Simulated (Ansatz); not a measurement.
Several settings on one geometry of Te₂Mo⁺ (the lowest doublet isomer of a short search) (that of the charge 1 doublet, PBE0-D4/def2-TZVP). Ansatz on 4 threads of Arm Neoverse V1 on a shared host; times are rough.

Cartesian coordinates in Å:
```
Mo 0.541 0.747 -0.299
Te 0.632 -0.323 1.911
Te -1.173 -0.424 -1.612
```

Totals from different functionals, basis sets or treatments of relativity can't be compared as stabilities.

In the def2 sets Mo, Te take a core potential; there is no spin–orbit coupling.

Scalar relativity in a set contracted without it gives distorted totals.

The spins typed aren't always the lowest for that charge.

Give the basis size and estimate the energy, ⟨S²⟩ and time of these runs.

```csv
run,method,charge,state,further keys
1,UKS B3LYP5/def2-TZVPD,1,doublet,scf: {omitted_lower_state_checks: [starts]}
2,UKS CAM-B3LYP/def2-mTZVPP,1,doublet,pseudopotentials: {relativity: scalar}; scf: {omitted_lower_state_checks: [starts]}; forces asked
3,RKS SVWN5/def2-TZVP,2,singlet,–
```


```
run  functions  energy (Eh)  ⟨S²⟩  wall time
  1        158    -603.9789  1.45       14 s
  2        105    -603.8907  2.07       30 s
  3        140    -602.6525     –        8 s
```

At UKS B3LYP5/def2-TZVPD, UKS CAM-B3LYP/def2-mTZVPP the charge 1 doublet is spin-contaminated (final ⟨S²⟩ up to 2.07, 0.75 for a pure state). This restricted singlet of an open-shell metal wasn't tested against broken symmetry.
